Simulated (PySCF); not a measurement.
C2H3Cl2FSi, SMILES F/C(=C/Cl)[SiH2]Cl. Heavy atoms are numbered as in [F:1]/[C:2](=[CH:3]/[Cl:4])[SiH2:5][Cl:6]. Hydrogens are named by the atom that carries them.

Coordinates come from a B3LYP-D3(BJ)/def2-SVP optimisation. The structure was generated by enumeration; whether it is a known compound was not checked. One conformer was computed; it need not be the lowest.

Calculation: M06-2X/def2-TZVP run with PySCF.

ESP charges are fitted to the potential on shells at 1.4 to 2.0 van der Waals radii. Atomic charges (e), one atom of each kind:

```json
[
 {"atom": "F1", "IAO": "-0.28", "Mulliken": "-0.19", "ESP fit": "…", "Löwdin": "0.16"},
 {"atom": "C2", "IAO": "-0.01", "Mulliken": "0.06", "ESP fit": "0.30", "Löwdin": "-0.44"},
 {"atom": "C3 (CH)", "IAO": "-0.19", "Mulliken": "-0.12", "ESP fit": "…", "Löwdin": "-0.45"},
 {"atom": "Cl4", "IAO": "0.00", "Mulliken": "-0.05", "ESP fit": "…", "Löwdin": "0.39"},
 {"atom": "Si5 (SiH2)", "IAO": "0.84", "Mulliken": "0.35", "ESP fit": "0.12", "Löwdin": "0.03"},
 {"atom": "Cl6", "IAO": "-0.32", "Mulliken": "-0.23", "ESP fit": "…", "Löwdin": "0.20"},
 {"atom": "H on C3", "IAO": "0.18", "Mulliken": "0.18", "ESP fit": "0.27", "Löwdin": "0.14"},
 {"atom": "H on Si5", "IAO": "-0.11", "Mulliken": "0.01", "ESP fit": "0.01", "Löwdin": "-0.02"}
]
```

Question: Some entries are withheld; supply them. (The exact figures need the calculation; the answer reports its results.)

Answer: 
- F1, ESP fit: -0.20
- C3 (CH), ESP fit: -0.39
- Cl4, ESP fit: 0.00
- Cl6, ESP fit: -0.13

Computed Mayer and Wiberg (Löwdin basis) orders of the bonds:
| bond | Mayer | Wiberg |
|---|---|---|
| F1–C2 | 0.96 | 1.69 |
| C2–C3 | 1.81 | 2.07 |
| C3–Cl4 | 1.12 | 1.70 |
| C2–Si5 | 0.95 | 1.06 |
| Si5–Cl6 | 1.16 | 1.80 |
